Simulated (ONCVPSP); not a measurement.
Building the ONCV potential for nitrogen (PBEsol, scalar-relativistic).

N, optimised norm-conserving Vanderbilt (ONCV), made with ONCVPSP 4.0.1 (PBEsol, scalar-relativistic). Core [He], reference 2s1 2p4. Waves: 2s: rc 0.70 bohr, ncon 4, nbas 7, qcut 10.2 1/bohr, 2 projectors, debl 0.9 Ha; 2p: rc 2.50 bohr, ncon 3, nbas 6, qcut 6.7 1/bohr, 2 projectors, debl 3.1 Ha. Local part: polynomial inside 0.60 bohr (lpopt 5, dvloc0 6 Ha). Core correction: Teter function, fcfact 5, rcfact 1.2.

All-electron outer shells of the reference configuration (PBEsol, scalar-relativistic, ld1.x):

```csv
shell,level (eV),outermost node (bohr),outermost maximum (bohr)
1s,-383.89,–,0.15
2s,-18.91,0.32,1.02
2p,-7.46,–,0.97
```

**Question.** Estimate the cutoffs (Ha) at which the residual kinetic energy of the hardest occupied pseudo-wave falls to 1 and 0.1 mHa per electron.

**Answer.** 113 Ha and 243 Ha.

**Question.** What does a ghost test show?

**Answer.** Ghosts flagged at negative energy: s at -298.6 eV; no localised positive-energy state flagged. A true bound ghost makes a file unfit for plane-wave use.

**Question.** Which valence shell sets the plane-wave cutoff?

**Answer.** 2s: 113 Ha for 1 mHa per electron, against 12 Ha for 2p.

**Question.** Tests: 2s2 2p3; 2s2 2p2; 2s2 2p1; 2s0 2p5. Which has the largest error in its energy relative to the reference configuration, and how large is it?

**Answer.** 2s2 2p1, with +1456 meV (all-electron minus pseudo) on +30.82 eV.
